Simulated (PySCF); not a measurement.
Si(Cl)(Br)(Me)(Vi), SMILES Br[Si](C)(Cl)C=C (C₃H₆BrClSi) (B3LYP/def2-SVP optimised geometry):

```
12

C     -0.261     1.443     0.020
C     -0.967     0.303     0.000
Si    -0.195    -1.391     0.000
C      1.673    -1.391     0.000
Cl    -0.877    -2.424    -1.680
Br    -0.932    -2.495     1.820
H      0.834     1.454     0.037
H     -0.747     2.425     0.021
H     -2.063     0.361    -0.016
H      2.048    -2.425    -0.001
H      2.059    -0.881    -0.898
H      2.063    -0.882     0.896
```

Calculation: PySCF with B3LYP/def2-TZVP.

Q: What are the frontier orbital energies and the dipole moment?

A: HOMO-2 -8.34 eV, HOMO-1 -8.12 eV, HOMO -7.92 eV, LUMO -1.27 eV, LUMO+1 -0.02 eV; dipole moment 2.65 D.

On the same geometry PBE/def2-TZVP (PySCF) gives HOMO-2 -7.34 eV, HOMO-1 -7.09 eV, HOMO -6.96 eV, LUMO -2.04 eV, LUMO+1 -0.75 eV; dipole moment 2.55 D.

Meta-Löwdin charges at B3LYP/def2-TZVP: C1 -0.20, C2 -0.36, Si3 0.96, C4 -0.59, Cl5 -0.31, Br6 -0.28, H7 0.11, H8 0.12, H9 0.13, H10 0.14, H11 0.13, H12 0.14.
